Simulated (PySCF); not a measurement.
TiF3: Ti(III) (d1), charge 0. The structure is a model geometry with rigid ligands and bond lengths from ionic radii, not a minimum; coordination trigonal planar, point group D3h, metal–donor distances 1.79 Å.

```
4

Ti    0.000    0.000    0.000
F     1.790    0.000    0.000
F    -0.895    1.550    0.000
F    -0.895   -1.550    0.000
```

Method (PySCF 2.14, density fitting): CASSCF(1,5) with orbitals averaged over all microstates of the shell, strongly contracted NEVPT2 on the averaged canonical orbitals; basis x2c-TZVPall on the metal, x2c-SVPall elsewhere; spin-free X2C; gas phase; spin-orbit coupling by state interaction with the mean-field operator over all roots.

Question: Which term lies lowest, and with what spin?

Answer: 2A1' (S = 1/2, orbital degeneracy 1), orbital occupations from the lowest 1.0 0.0 0.0 0.0 0.0, by NEVPT2.

Question: List the excited states of the same spin.

Answer: By NEVPT2: 2E'' at 5317 cm⁻¹; 2E' at 22288 cm⁻¹ (449 nm). The strongest, at 22288 cm⁻¹, has f = 1.1e-03.

Question: Give the fitted ligand-field and repulsion parameters.

Answer: At NEVPT2 level: orbital energies 0, 5317, 5317, 22288, 22288 cm⁻¹; ζ = 121 cm⁻¹ (free ion 152).

Question: What magnetic behaviour follows?

Answer: The ground doublet has g = 1.879, 1.879, 2.001. μeff is 1.77 μB at 300 K and 1.67 μB at 10 K; the spin-only value is 1.73 μB.

NEVPT2 lifts 2E'' from 3139 to 5317 cm⁻¹; on the d shell alone such lifts tend to overshoot. NEVPT2 on the d shell alone tends to put d–d bands too high for such charged or covalently bound ions.

The job took 3.4 s on one thread of Arm Neoverse V1 (shared host), with 90 basis functions, launched as `OMP_NUM_THREADS=1 python lf_run.py task.json out`.
